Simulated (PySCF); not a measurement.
A structure optimised at PBE-D3(BJ)/def2-SVP, used in a PySCF frequency run:

```xyz
10

C     -1.2790    -0.5952     0.0000
O     -1.1074     0.8451     0.0000
Si     0.5837     1.1285     0.0000
Si     0.5706    -1.2136     0.0000
H     -1.8558    -0.9144    -0.8969
H     -1.8558    -0.9144     0.8969
H      1.0434     1.8907     1.2163
H      1.0434     1.8907    -1.2163
H      0.9989    -1.9757    -1.2262
H      0.9989    -1.9757     1.2262
```
Charge 0, spin multiplicity 1.

### Question
Write its SMILES, formula and point group.

### Answer
C1O[SiH2][SiH2]1, CH6OSi2, Cs

### Question
What are its rotational constants (standard atomic weights)?

### Answer
6.6073, 4.3031, 2.8287 GHz
